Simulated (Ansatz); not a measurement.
Relaxation of ClFH₂HfO₂ (7 atoms, charge 0, multiplicity 1), to a largest force component of 0.02 eV/Å in at most 40 steps.

These are results of RHF/def2-SVP (Ansatz), not measurements.

```xyz
7
Properties=species:S:1:pos:R:3:forces:R:3
Hf 0.000 0.000 0.000 0.74 0.85 0.41
O 0.000 0.000 2.070 -3.15 -1.02 -2.08
H -0.909 -0.281 2.407 2.75 0.85 -0.42
Cl 2.376 0.000 -0.839 -1.76 -0.01 0.62
O -0.975 1.689 -0.689 -1.87 -3.45 0.34
H -1.933 1.458 -0.912 2.62 1.18 0.44
F -0.933 -1.616 -0.659 0.67 1.60 0.69
```

Task: Where does it end, and by what steps?

Result: The run converged. After 9 steps the energy has fallen by 1.367 eV; H3 moved furthest, 0.66 Å.

```csv
step,energy less start (eV),largest force component (eV/Å),accepted
0,0.0000,3.451,yes
1,-0.6291,3.054,yes
2,-1.0116,1.606,yes
3,-1.1274,1.147,yes
4,-1.2139,1.211,yes
5,-1.3518,0.262,yes
6,-1.3666,0.104,yes
7,-1.3670,0.035,yes
8,-1.3671,0.028,yes
9,-1.3672,0.001,yes
```

```xyz
7
Properties=species:S:1:pos:R:3
Hf -0.143 -0.119 -0.033
O -0.304 -0.160 1.876
H -0.406 -0.153 2.809
Cl 2.164 0.137 -0.655
O -1.181 1.310 -0.776
H -1.703 2.017 -1.107
F -0.800 -1.782 -0.738
```

Run time: 20 s on 1 thread of Intel(R) Xeon(R) 6975P-C (Granite Rapids), with other jobs on the host, peak memory 0.22 GiB.
